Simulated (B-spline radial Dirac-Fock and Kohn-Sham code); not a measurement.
# Free-atom binding energies and absorption edges of Ho

These are calculated numbers from a B-spline atomic structure program; the model is Dirac-Fock ΔSCF + Breit + QED. Correlation and solid-state effects are left out.

Two models are given for 1s2 2s2 2p6 3s2 3p6 3d10 4s2 4p6 4d10 4f11 5s2 5p6 6s2. In the first the electron is removed to infinity. In the second it is placed in the 5d shell, so that the atom stays neutral; this mimics a hole screened by valence charge, or the onset of absorption below the ionisation limit. The tabulated edges (Elam, Ravel and Sieber, Radiat. Phys. Chem. 63, 121 (2002)) refer to the element in its standard state, with the Fermi level as zero for a metal.

```
     level  ionised (eV)  screened (eV)  tabulated (eV)  ionised − table  screened − table
    K (1s)       55616.6        55611.7         55618.0             -1.4              -6.3
   L1 (2s)        9402.1         9397.2          9394.0             +8.1              +3.2
L2 (2p1/2)        8919.5         8914.5          8918.0             +1.5              -3.5
L3 (2p3/2)        8072.3         8067.4          8071.0             +1.3              -3.6
   M1 (3s)        2136.4         2131.6          2128.0             +8.4              +3.6
M2 (3p1/2)        1926.7         1921.8          1923.0             +3.7              -1.2
M3 (3p3/2)        1747.1         1742.2          1741.0             +6.1              +1.2
M4 (3d3/2)        1392.1         1387.3          1392.0             +0.1              -4.7
M5 (3d5/2)        1353.8         1349.0          1351.0             +2.8              -2.0
   N1 (4s)         440.4          435.5           432.4             +8.0              +3.1
N2 (4p1/2)         356.2          351.3           343.5            +12.7              +7.8
N3 (4p3/2)         316.2          311.3           308.2             +8.0              +3.1
N4 (4d3/2)         177.1          172.3           160.0            +17.1             +12.3
N5 (4d5/2)         169.9          165.1           160.0             +9.9              +5.1
   O1 (5s)         58.59          53.67           49.30             +9.3              +4.4
O2 (5p1/2)         33.46          28.87           30.80             +2.7              -1.9
O3 (5p3/2)         28.50          24.00           24.10             +4.4              -0.1
```

The screened model lies closer: the mean absolute deviations are 6.2 eV (ionised) and 3.9 eV (screened). Screening lowers the levels by 4.8 eV on average.
